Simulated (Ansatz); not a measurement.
One change: `[Al][I]` becomes `[In][I]`.

Ansatz, PBE0-D4/def2-TZVP geometries, multiplicity 1. 

Elements past krypton have def2 core potentials.

```
                                          property  `[Al][I]`
               LUMO energy (B3LYP/def2-TZVPP) / eV      -2.06
             HOMO energy (ωB97M-V/def2-TZVPP) / eV      -8.61
               HOMO–LUMO gap (PBE/def2-TZVPP) / eV       3.24
    zero-point energy (PBE0-D4/def2-TZVP) / kJ/mol        1.9
size of the dipole moment (ωB97M-V/def2-TZVPP) / D       2.25
                LUMO energy (PBE0/def2-TZVPP) / eV      -1.94
```

Q: Give the same properties after the change, and the shifts. (Estimate.)

A: Computed: 
```tsv
property	`[In][I]`	shift
LUMO energy (B3LYP/def2-TZVPP) / eV	-2.21	-0.15
HOMO energy (ωB97M-V/def2-TZVPP) / eV	-8.71	-0.10
HOMO–LUMO gap (PBE/def2-TZVPP) / eV	3.34	0.10
zero-point energy (PBE0-D4/def2-TZVP) / kJ/mol	1.0	-0.9
size of the dipole moment (ωB97M-V/def2-TZVPP) / D	3.69	1.44
LUMO energy (PBE0/def2-TZVPP) / eV	-1.97	-0.03
```

Dipoles are sizes alone; their direction can turn.

B3LYP here is the variant with VWN-RPA as its local correlation; programs differ in this.

Spin–orbit coupling is left out; it splits and shifts lone-pair levels of the heavy atoms by tenths of an eV.
